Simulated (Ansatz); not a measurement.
Compare A (`C=CCCCCC`) with its isomer B (`C[C@@H]1CCC[C@H]1C`).

Program: Ansatz. Geometries: PBE0-D4/def2-TZVP. ΔE: electronic, gas phase. CBS: MP2 limit from def2 TZ/QZ plus the TZ coupled-cluster correction, frozen cores. DFT in def2-TZVPP. One conformer a species, not always the lowest.

(1) Which is lower in electronic energy at CCSD(T)/CBS, and by how much? (Estimate.)

(2) Give E(B) − E(A) in kcal/mol with ωB97M-V, MP2/def2-TZVPP, PBE-D4, CCSD(T)/def2-TZVPP, LDA (SPW92), CCSD/def2-TZVPP, CCSD(T)/def2-SVP. (Estimate.)

Largest T1 diagnostic: 0.009.

Answers

(1) The calculation gave: B, by 19.2 kcal/mol.

(2) The calculation gave: ωB97M-V -20.2, MP2/def2-TZVPP -22.2, PBE-D4 -19.7, CCSD(T)/def2-TZVPP -19.5, LDA (SPW92) -25.9, CCSD/def2-TZVPP -19.4, CCSD(T)/def2-SVP -20.6. None reverses the order clearly.

From PBE to PBE0 (25 % exact exchange), in def2-TZVPP and without D4, E(B) − E(A) moves by −2.8 kcal/mol. At CCSD(T), def2-SVP lies −1.4 kcal/mol from the extrapolated value and def2-TZVPP −0.3 kcal/mol.
